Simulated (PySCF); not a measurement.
Simulation results for CH5GeN2, C2H7GeO, CH8AlGeN, CH5BClGe and others

Computed with PySCF 2.14.0. Calculation on a computer-drawn molecule: optimised geometry and harmonic frequencies of an isolated molecule of the commonest isotopes, restricted reference for singlets and unrestricted otherwise, frozen core in MP2; on germanium a core potential holds 10 electrons, which the energies leave out, and 3d is frozen in MP2 and coupled-cluster steps.

(1) CH5GeN2

Start structure:
```xyz
9
CH5GeN2
C      1.1753     1.4494     0.8486
N      0.4908     0.3883     0.5120
Ge    -1.2325    -0.1668     0.7647
N     -0.8597    -1.7977     1.5650
H      2.1401     1.4686     0.6068
H      0.7161     2.3222     1.3140
H     -1.3859    -0.8075    -0.7393
H     -1.5973    -2.4699     1.6668
H     -0.4693    -1.7403     2.5509
```

Here we set charge 0, multiplicity 2, method HF, basis cc-pVDZ and basis and core potential on germanium cc-pVDZ-PP ECP10MDF.

Results for CH5GeN2: rotational constants 12.49, 3.095, 2.656 GHz; total energy -443.0192 hartree; spin squared 0.7776; convergence status largest gradient component 3.47e-05 hartree/bohr.

Drawn bonds:
| atom | other atom | order |
| --- | --- | --- |
| 1 | 2 | 1 |
| 2 | 3 | 2 |
| 3 | 4 | 1 |
| 1 | 5 | 1 |
| 1 | 6 | 1 |
| 3 | 7 | 1 |
| 4 | 8 | 1 |
| 4 | 9 | 1 |

Optimised structure:
```xyz
9
CH5GeN2
C      1.1533     1.4258     0.8113
N      0.7679     0.2845     0.4707
Ge    -1.0001    -0.2942     0.6869
N     -0.8870    -1.8670     1.6343
H      2.1953     1.7183     0.6518
H      0.5229     2.1955     1.2737
H     -1.5543    -0.6568    -0.7083
H     -1.7534    -2.3698     1.7241
H     -0.4670    -1.7900     2.5448
```

Modes:
| frequency (cm⁻¹) | reduced mass (dalton) |
| --- | --- |
| 69.46 | 3.134 |
| 116.2 | 1.235 |
| 221 | 2.55 |
| 311.5 | 2.937 |
| 561.8 | 1.64 |
| 565.8 | 1.3 |
| 602.7 | 2.411 |
| 673.5 | 1.824 |
| 727.7 | 1.739 |
| 745.5 | 1.107 |
| 948.5 | 1.158 |
| 1217 | 1.356 |
| 1302 | 1.383 |
| 1608 | 1.177 |
| 1693 | 1.098 |
| 1818 | 5.223 |
| 2134 | 1.021 |
| 3151 | 1.056 |
| 3237 | 1.112 |
| 3735 | 1.051 |
| 3829 | 1.094 |

(2) C2H7GeO

Start structure:
```xyz
11
C2H7GeO
C      0.9507    -0.6525     2.7282
O      0.6120     0.2195     1.8260
Ge     0.1431    -0.0330     0.0783
C     -0.2175     1.7457    -0.6104
H      1.0875    -0.2884     3.6751
H      1.4231    -1.5713     2.4283
H     -1.0080    -1.0221    -0.0314
H      1.3423    -0.7615    -0.5812
H      0.6850     2.3749    -0.4893
H     -0.9369     2.1809    -0.0298
H     -0.4659     1.7662    -1.6370
```

Here we set charge 0, multiplicity 2, method HF, basis cc-pVDZ and basis and core potential on germanium cc-pVDZ-PP ECP10MDF.

It finds rotational constants 12.3, 2.912, 2.481 GHz; total energy -448.0199 hartree; spin squared 0.7602; convergence status largest gradient component 1.65e-05 hartree/bohr.

Drawn bonds:
| atom | other atom | order |
| --- | --- | --- |
| 1 | 2 | 1 |
| 2 | 3 | 1 |
| 3 | 4 | 1 |
| 1 | 5 | 1 |
| 1 | 6 | 1 |
| 3 | 7 | 1 |
| 3 | 8 | 1 |
| 4 | 9 | 1 |
| 4 | 10 | 1 |
| 4 | 11 | 1 |

Optimised structure:
```xyz
11
C2H7GeO
C      0.9357    -0.7241     2.6859
O      0.5189     0.2585     1.8559
Ge     0.1331    -0.0253     0.1249
C     -0.1714     1.7429    -0.6173
H      1.0078    -0.4284     3.7263
H      1.6522    -1.4493     2.3034
H     -1.1050    -0.9244     0.0519
H      1.3356    -0.7442    -0.5003
H      0.7272     2.3519    -0.5094
H     -0.9919     2.2292    -0.0879
H     -0.4268     1.6717    -1.6765
```

Modes:
| frequency (cm⁻¹) | reduced mass (dalton) |
| --- | --- |
| 71.69 | 2.776 |
| 119.1 | 1.045 |
| 151.9 | 2.577 |
| 162.2 | 1.248 |
| 282.3 | 3.802 |
| 499.5 | 1.066 |
| 627.2 | 4.465 |
| 646.3 | 5.27 |
| 704.1 | 1.097 |
| 784.9 | 1.299 |
| 799.9 | 1.211 |
| 923.9 | 1.219 |
| 925.4 | 1.18 |
| 962.2 | 1.026 |
| 1259 | 1.346 |
| 1324 | 5.267 |
| 1383 | 1.232 |
| 1553 | 1.05 |
| 1558 | 1.051 |
| 1586 | 1.142 |
| 2213 | 1.023 |
| 2234 | 1.016 |
| 3186 | 1.033 |
| 3224 | 1.048 |
| 3277 | 1.103 |
| 3287 | 1.104 |
| 3359 | 1.119 |

(3) CH8AlGeN

Start structure:
```xyz
12
CH8AlGeN
C      1.0045     1.1744     2.6253
Al     1.1196     0.2939     0.8141
N      1.8811     1.0826    -0.6193
Ge     0.1231    -1.8409     0.2894
H      1.8923     1.2841     3.0972
H      0.4491     2.1188     2.6467
H      0.4495     0.4893     3.3481
H      2.3409     1.9583    -0.6859
H      1.8912     0.6590    -1.5317
H     -1.4151    -1.9509     0.2355
H      0.4632    -2.9854     1.2223
H      0.4894    -2.3917    -1.0561
```

It was run with charge 0, multiplicity 1, method HF, basis cc-pV(D+d)Z and basis and core potential on germanium cc-pVDZ-PP ECP10MDF.

Results for CH8AlGeN: rotational constants 5.247, 1.533, 1.213 GHz; total energy -632.3228 hartree; convergence status largest gradient component 2.36e-05 hartree/bohr.

Drawn bonds:
| atom | other atom | order |
| --- | --- | --- |
| 1 | 2 | 1 |
| 2 | 3 | 1 |
| 2 | 4 | 1 |
| 1 | 5 | 1 |
| 1 | 6 | 1 |
| 1 | 7 | 1 |
| 3 | 8 | 1 |
| 3 | 9 | 1 |
| 4 | 10 | 1 |
| 4 | 11 | 1 |
| 4 | 12 | 1 |

Optimised structure:
```xyz
12
CH8AlGeN
C      0.9541     1.1498     2.5448
Al     1.0556     0.3050     0.7748
N      1.8059     1.1673    -0.5723
Ge     0.1568    -1.9875     0.3099
H      1.4712     0.5468     3.3006
H      1.3976     2.1507     2.5591
H     -0.0861     1.2430     2.8788
H      2.2035     2.0874    -0.5226
H      1.9014     0.8149    -1.5066
H     -1.3542    -2.0941     0.5917
H      0.8258    -3.0681     1.1809
H      0.3573    -2.4238    -1.1534
```

Modes:
| frequency (cm⁻¹) | reduced mass (dalton) |
| --- | --- |
| 36.1 | 1.051 |
| 60.67 | 1.033 |
| 113.9 | 3.249 |
| 168 | 3.049 |
| 178.2 | 3.165 |
| 313.3 | 6.103 |
| 389.1 | 1.04 |
| 444.7 | 1.1 |
| 458.9 | 1.101 |
| 483 | 1.238 |
| 623.3 | 2.745 |
| 667.9 | 1.357 |
| 691.6 | 1.292 |
| 770.9 | 1.533 |
| 853.6 | 4.234 |
| 899.8 | 1.134 |
| 970.1 | 1.018 |
| 972.6 | 1.022 |
| 1334 | 1.235 |
| 1544 | 1.053 |
| 1544 | 1.055 |
| 1678 | 1.111 |
| 2166 | 1.023 |
| 2169 | 1.023 |
| 2186 | 1.013 |
| 3143 | 1.036 |
| 3212 | 1.098 |
| 3228 | 1.1 |
| 3772 | 1.052 |
| 3854 | 1.093 |

(4) C2H7GeO

Start structure:
```xyz
11
C2H7GeO
C     -1.4066     0.4876     1.3761
Ge    -0.4393    -0.3990    -0.2108
C      0.2545     0.0595    -2.0137
O     -0.0458    -2.0521     0.0145
H     -2.2976    -0.0839     1.5195
H     -1.6351     1.5363     1.1273
H     -0.7090     0.4134     2.1856
H      0.6584    -0.8873    -2.4900
H     -0.6290     0.3467    -2.6500
H      0.9360     0.8198    -2.0069
H     -0.2229    -2.5731     0.7893
```

Settings of this run: charge 1, multiplicity 1, method HF, basis cc-pVDZ and basis and core potential on germanium cc-pVDZ-PP ECP10MDF.

The calculation gives: rotational constants 6.457, 4.912, 2.891 GHz; total energy -447.8403 hartree; convergence status largest gradient component 2.269e-05 hartree/bohr.

Drawn bonds:
| atom | other atom | order |
| --- | --- | --- |
| 1 | 2 | 1 |
| 2 | 3 | 1 |
| 2 | 4 | 1 |
| 1 | 5 | 1 |
| 1 | 6 | 1 |
| 1 | 7 | 1 |
| 3 | 8 | 1 |
| 3 | 9 | 1 |
| 3 | 10 | 1 |
| 4 | 11 | 1 |

Optimised structure:
```xyz
11
C2H7GeO
C     -1.3114     0.4523     1.1984
Ge    -0.4207    -0.5065    -0.2049
C      0.1574     0.0677    -1.9340
O     -0.0469    -2.1557     0.0619
H     -2.2443    -0.0612     1.4403
H     -1.5166     1.4745     0.8842
H     -0.6699     0.4548     2.0825
H      0.6436    -0.7661    -2.4372
H     -0.7106     0.4068    -2.5031
H      0.8484     0.9051    -1.8189
H     -0.2655    -2.6039     0.8718
```

Modes:
| frequency (cm⁻¹) | reduced mass (dalton) |
| --- | --- |
| 20.97 | 1.056 |
| 46.4 | 1.03 |
| 177.9 | 2.732 |
| 194.6 | 3.548 |
| 238.6 | 3.823 |
| 497.7 | 1.105 |
| 594.4 | 4.107 |
| 676.5 | 4.616 |
| 793.1 | 1.162 |
| 837 | 1.68 |
| 847.8 | 2.622 |
| 898.6 | 1.273 |
| 925.7 | 1.217 |
| 945.3 | 1.299 |
| 1383 | 1.205 |
| 1395 | 1.186 |
| 1529 | 1.045 |
| 1530 | 1.047 |
| 1534 | 1.054 |
| 1538 | 1.048 |
| 3185 | 1.032 |
| 3188 | 1.032 |
| 3285 | 1.103 |
| 3286 | 1.103 |
| 3316 | 1.106 |
| 3326 | 1.107 |
| 4102 | 1.068 |

(5) CH5BClGe

Start structure:
```xyz
9
CH5BClGe
C     -0.1417    -0.2577     0.3939
Ge     1.0057    -1.5589    -0.5493
B      2.4322    -0.8953    -1.8243
Cl     1.2906    -0.5479    -2.9190
H     -1.0561    -0.1461    -0.1624
H     -0.3431    -0.6958     1.4170
H      0.3322     0.7332     0.5792
H      0.2468    -2.7467    -0.9856
H      3.6419    -0.7970    -1.9709
```

Settings of this run: charge 1, multiplicity 1, method HF, basis cc-pV(D+d)Z and basis and core potential on germanium cc-pVDZ-PP ECP10MDF.

The calculation gives: rotational constants 9.981, 1.463, 1.374 GHz; total energy -818.1065 hartree; convergence status largest gradient component 2.707e-05 hartree/bohr.

Drawn bonds:
| atom | other atom | order |
| --- | --- | --- |
| 1 | 2 | 1 |
| 2 | 3 | 1 |
| 3 | 4 | 1 |
| 1 | 5 | 1 |
| 1 | 6 | 1 |
| 1 | 7 | 1 |
| 2 | 8 | 1 |
| 3 | 9 | 1 |

Optimised structure:
```xyz
9
CH5BClGe
C     -0.1761    -0.2660     0.4919
Ge     0.7632    -1.4274    -0.7245
B      2.3370    -0.8754    -2.0031
Cl     1.8659    -0.3176    -3.5610
H     -1.2369    -0.2804     0.2277
H     -0.0754    -0.6809     1.4990
H      0.2101     0.7503     0.4610
H      0.2545    -2.8621    -0.7622
H      3.4662    -0.9527    -1.6502
```

Modes:
| frequency (cm⁻¹) | reduced mass (dalton) |
| --- | --- |
| 49.66 | 1.327 |
| 51.85 | 1.999 |
| 130.5 | 6.376 |
| 159.4 | 2.704 |
| 438.6 | 1.494 |
| 550.2 | 2.418 |
| 627.6 | 2.589 |
| 648.3 | 1.334 |
| 797.3 | 1.396 |
| 807.3 | 1.285 |
| 913.5 | 3.024 |
| 955.2 | 1.207 |
| 1094 | 1.474 |
| 1380 | 1.185 |
| 1525 | 1.049 |
| 1533 | 1.053 |
| 2290 | 1.021 |
| 2832 | 1.094 |
| 3176 | 1.033 |
| 3265 | 1.101 |
| 3324 | 1.105 |

(6) C2H7Ge

Start structure:
```xyz
10
C2H7Ge
C      0.0356    -1.0548     2.2361
Ge    -0.6922    -0.5128     0.4928
C     -2.2029     0.7271     0.0707
H     -0.5329    -0.5515     2.9988
H      1.0682    -0.7015     2.2313
H     -0.0021    -2.1609     2.3399
H     -0.0341    -1.1336    -0.7235
H     -2.0087     1.5380    -0.5479
H     -2.6631     1.0827     1.0335
H     -3.0053     0.1687    -0.3931
```

Here we set charge 1, multiplicity 1, method HF, basis cc-pVDZ and basis and core potential on germanium cc-pVDZ-PP ECP10MDF.

The calculation gives: rotational constants 18.89, 5.124, 4.244 GHz; total energy -372.9344 hartree; convergence status largest gradient component 2.933e-05 hartree/bohr.

Drawn bonds:
| atom | other atom | order |
| --- | --- | --- |
| 1 | 2 | 1 |
| 2 | 3 | 1 |
| 1 | 4 | 1 |
| 1 | 5 | 1 |
| 1 | 6 | 1 |
| 2 | 7 | 1 |
| 3 | 8 | 1 |
| 3 | 9 | 1 |
| 3 | 10 | 1 |

Optimised structure:
```xyz
10
C2H7Ge
C     -0.0197    -0.9945     2.1809
Ge    -0.7203    -0.5134     0.4605
C     -2.2018     0.6672     0.1552
H     -0.5951    -0.5416     2.9857
H      1.0226    -0.6664     2.2297
H     -0.0306    -2.0840     2.2687
H     -0.0474    -1.1177    -0.7601
H     -1.8760     1.4706    -0.5105
H     -2.5832     1.0765     1.0884
H     -2.9860     0.1048    -0.3598
```

Modes:
| frequency (cm⁻¹) | reduced mass (dalton) |
| --- | --- |
| 36.14 | 1.027 |
| 48.69 | 1.137 |
| 186.8 | 2.742 |
| 471.9 | 1.058 |
| 601.8 | 4.023 |
| 656.9 | 1.953 |
| 689.5 | 1.503 |
| 725.8 | 1.15 |
| 902.5 | 1.285 |
| 945.6 | 1.295 |
| 961.8 | 1.17 |
| 1380 | 1.199 |
| 1391 | 1.183 |
| 1521 | 1.051 |
| 1528 | 1.053 |
| 1531 | 1.046 |
| 1536 | 1.049 |
| 2312 | 1.021 |
| 3176 | 1.033 |
| 3178 | 1.034 |
| 3264 | 1.099 |
| 3267 | 1.102 |
| 3320 | 1.105 |
| 3321 | 1.106 |

(7) CH4ClGe

Start structure:
```xyz
7
CH4ClGe
C     -0.4026     1.1720     1.2686
Ge     0.1074     1.2931    -0.7687
Cl     1.5591    -0.5568    -0.7407
H     -0.9132     2.0242     1.6211
H     -1.0695     0.3371     1.4227
H      0.4647     0.9123     1.8207
H      1.3644     2.4299    -0.4025
```

Here we set charge -1, multiplicity 1, method HF, basis aug-cc-pV(D+d)Z and basis and core potential on germanium aug-cc-pVDZ-PP ECP10MDF.

Results for CH4ClGe: rotational constants 8.94, 3.023, 2.345 GHz; total energy -793.1475 hartree; convergence status largest gradient component 2.215e-05 hartree/bohr.

Drawn bonds:
| atom | other atom | order |
| --- | --- | --- |
| 1 | 2 | 1 |
| 2 | 3 | 1 |
| 1 | 4 | 1 |
| 1 | 5 | 1 |
| 1 | 6 | 1 |
| 2 | 7 | 1 |

Optimised structure:
```xyz
7
CH4ClGe
C     -0.3913     1.1357     1.2593
Ge     0.1138     1.3624    -0.7044
Cl     1.5813    -0.5877    -0.7752
H     -0.8932     2.0531     1.5955
H     -1.0937     0.3057     1.3773
H      0.4734     0.9567     1.9016
H      1.3201     2.3860    -0.4330
```

Modes:
| frequency (cm⁻¹) | reduced mass (dalton) |
| --- | --- |
| 153 | 1.682 |
| 176.5 | 1.529 |
| 239.6 | 37.27 |
| 516 | 3.91 |
| 612.4 | 1.029 |
| 674.7 | 1.037 |
| 760.2 | 1.239 |
| 910.7 | 1.191 |
| 1299 | 1.227 |
| 1534 | 1.057 |
| 1549 | 1.06 |
| 1835 | 1.021 |
| 3106 | 1.041 |
| 3181 | 1.091 |
| 3219 | 1.103 |

(8) CH4ClGe

Start structure:
```xyz
7
CH4ClGe
C     -0.3913     1.1357     1.2593
Ge     0.1138     1.3624    -0.7044
Cl     1.5813    -0.5877    -0.7752
H     -0.8932     2.0531     1.5955
H     -1.0937     0.3057     1.3773
H      0.4734     0.9567     1.9016
H      1.3201     2.3860    -0.4330
```

It was run with charge -1, multiplicity 1, method MP2, basis aug-cc-pV(D+d)Z and basis and core potential on germanium aug-cc-pVDZ-PP ECP10MDF.

The calculation gives: rotational constants 8.708, 3.112, 2.383 GHz; total energy -793.5636 hartree; convergence status largest gradient component 1.664e-05 hartree/bohr.

Drawn bonds:
| atom | other atom | order |
| --- | --- | --- |
| 1 | 2 | 1 |
| 2 | 3 | 1 |
| 1 | 4 | 1 |
| 1 | 5 | 1 |
| 1 | 6 | 1 |
| 2 | 7 | 1 |

Optimised structure:
```xyz
7
CH4ClGe
C     -0.3902     1.1344     1.2523
Ge     0.1115     1.3554    -0.7311
Cl     1.5678    -0.5695    -0.7399
H     -0.8847     2.0618     1.6050
H     -1.1022     0.2988     1.3733
H      0.4943     0.9415     1.8829
H      1.3139     2.3896    -0.4215
```

Modes:
| frequency (cm⁻¹) | reduced mass (dalton) |
| --- | --- |
| 141.8 | 1.801 |
| 166.7 | 1.433 |
| 263.5 | 37.81 |
| 489.7 | 3.874 |
| 564.5 | 1.034 |
| 638.7 | 1.038 |
| 694.3 | 1.252 |
| 843.4 | 1.191 |
| 1171 | 1.222 |
| 1427 | 1.057 |
| 1442 | 1.06 |
| 1790 | 1.021 |
| 3012 | 1.034 |
| 3110 | 1.097 |
| 3139 | 1.103 |
